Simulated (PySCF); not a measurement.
GeOCl2, SMILES [Cl][Ge](=[O])[Cl].

Coordinates come from a PBE0-D3(BJ)/def2-SVP optimisation.

Two levels are set side by side: TDA-PBE/def2-SVPD (PySCF) and TDA-B3LYP/def2-SVPD (PySCF). Vertical, same geometry. The lowest singlet is HOMO→LUMO 99 % with PBE and HOMO→LUMO 98 % with the other functional; states are paired by order. Differences are taken from unrounded values.

| quantity | TDA-B3LYP | TDA-PBE | TDA-PBE minus TDA-B3LYP |
|---|---|---|---|
| lowest singlet excitation (eV) | 4.07 | 3.71 | -0.36 |
| lowest triplet excitation (TDA) (eV) | 3.53 | 3.21 | -0.32 |

A lower first singlet is the usual sign of a functional without exact exchange. Differences between two approximate levels are no errors against the true value.

Rough cost on one machine, each run with all the roots and properties that it gave: TDA-B3LYP against TDA-PBE about 2 times.
